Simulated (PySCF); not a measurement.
# Working out the ionisation energy of Ge

Ge [Ar] 3d10 4s2 4p2 (3P) → Ge⁺ [Ar] 3d10 4s2 4p1 (2P). Computed with PySCF 2.14 in def2-TZVP (6s5p4d1f, 48 functions), with the non-relativistic Hamiltonian (point nucleus). Frozen: [Ar] 3d10. Energies in hartree (1 hartree = 27.21139 eV):

```tsv
part	Ge (lower)	Ge⁺ (upper)
UHF	-2075.321003	-2075.047610
CCSD correlation	-0.064782	-0.051249
(T)	-0.001807	-0.000800
```

Q: What does Hartree-Fock give?

A: (-2075.047610) − (-2075.321003) = 0.273393 hartree = 7.439 eV.

Q: What do CCSD and CCSD(T) give?

A: The CCSD correlation energies differ by 0.013533 hartree = 0.368 eV and the triples by 0.001007 hartree = 0.027 eV, so CCSD gives 7.807 eV and CCSD(T) 7.834 eV.

Measured between the centres of the two terms (NIST): 7.925 eV, so CCSD(T) (valence) is off by -0.091 eV.

The calculation is non-relativistic.

What remains against the reference includes basis incompleteness, the frozen core and higher excitations.
